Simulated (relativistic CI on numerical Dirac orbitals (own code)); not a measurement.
## Slater and spin-orbit integrals, Pb XXVI

Computed by Dirac-Coulomb-Breit CI, KLI orbitals optimised for each configuration, a model potential for QED, unscaled Slater integrals (own radial code, finite nucleus).

Slater integrals F^k, G^k are unscaled and averaged over j, outside the closed core [Ar] 3d10; ζ comes from projecting the Hamiltonian with its Breit term on Σ l·s of the shell.

- 4s2 4p6 4d10 4f11: F^2(4f,4f) = 251330, F^4(4f,4f) = 162610, F^6(4f,4f) = 118510, ζ(4f) = 12571 cm⁻¹; <r>(4f) = 0.4101, <r^2>(4f) = 0.195 (bohr units).
- 4s2 4p6 4d10 4f10 5s: F^2(4f,4f) = 254000, F^4(4f,4f) = 164450, F^6(4f,4f) = 119890, ζ(4f) = 12865, G^3(4f,5s) = 38129 cm⁻¹; <r>(4f) = 0.4065, <r^2>(4f) = 0.1915, <r>(5s) = 0.7306, <r^2>(5s) = 0.5944 (bohr units).
- 4s2 4p6 4d10 4f9 5s2: F^2(4f,4f) = 256860, F^4(4f,4f) = 166430, F^6(4f,4f) = 121380, ζ(4f) = 13161 cm⁻¹; <r>(4f) = 0.4027, <r^2>(4f) = 0.1878 (bohr units).

Averages of the first 10 configurations, taken without configuration mixing, which lowers the lowest level and can move excited configurations by several eV; other configurations of the list can lie among them:

```json
{"Configuration": "4s2 4p6 4d10 4f11", "Parity": "odd", "States": "364", "Average energy above the lowest level (eV)": "14.4"}
{"Configuration": "4s2 4p6 4d10 4f10 5s", "Parity": "even", "States": "2002", "Average energy above the lowest level (eV)": "101.6"}
{"Configuration": "4s2 4p6 4d10 4f9 5s2", "Parity": "odd", "States": "2002", "Average energy above the lowest level (eV)": "199.1"}
{"Configuration": "4s2 4p6 4d10 4f10 5p", "Parity": "odd", "States": "6006", "Average energy above the lowest level (eV)": "177.9"}
{"Configuration": "4s2 4p6 4d9 4f12", "Parity": "even", "States": "910", "Average energy above the lowest level (eV)": "299.4"}
{"Configuration": "4s2 4p6 4d8 4f13", "Parity": "odd", "States": "630", "Average energy above the lowest level (eV)": "586.7"}
{"Configuration": "4s2 4p6 4d10 4f10 5d", "Parity": "even", "States": "10010", "Average energy above the lowest level (eV)": "275.9"}
{"Configuration": "4s2 4p5 4d10 4f12", "Parity": "odd", "States": "546", "Average energy above the lowest level (eV)": "567.2"}
{"Configuration": "4s2 4p6 4d10 4f10 6s", "Parity": "even", "States": "2002", "Average energy above the lowest level (eV)": "397.5"}
{"Configuration": "4s2 4p4 4d10 4f13", "Parity": "odd", "States": "210", "Average energy above the lowest level (eV)": "1120.4"}
```
